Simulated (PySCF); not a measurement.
## Electronic structure of Te (tellurium, neutral) at the UHF level

Configuration: [Kr] 4d10 5s2 5p3 6s1, high-spin 5S determinant (an excited configuration). All numbers are calculated (PySCF 2.14, scalar relativity through the core potential, in aug-cc-pwCVDZ-PP with ECP28MDF (6s5p4d1f, 48 functions)).

```json
{
  "Total energy": "-266.824096 hartree",
  "One-electron energy": "-463.5147 hartree",
  "Hartree (Coulomb) energy": "216.3666 hartree",
  "Exchange energy": "-19.6761 hartree",
  "⟨S²⟩": "6.0016",
  "⟨L²⟩": "0.000",
  "Sum of ⟨r⟩": "33.53 bohr",
  "Sum of ⟨r²⟩": "81.21 bohr²"
}
```

```
shell  electrons  mean orbital energy (hartree)  rms radius, mean of both spins (bohr)
 4s α          1                       -7.27945                                  0.820
 4s β          1                       -7.25700                                  0.820
 4p α          3                       -5.24318                                  0.882
 4p β          3                       -5.22188                                  0.882
 4d α          5                       -2.09685                                   1.04
 4d β          5                       -2.07885                                   1.04
 5s α          1                       -0.98251                                   2.21
 5s β          1                       -0.71553                                   2.21
 5p α          3                       -0.50513                                   2.71
 6s α          1                       -0.11003                                   5.70
```

Energies and moments cover only the electrons outside the core potential. The outer electron is Rydberg-like, and this basis confines it to a smaller radius and binds it less than a complete one would.
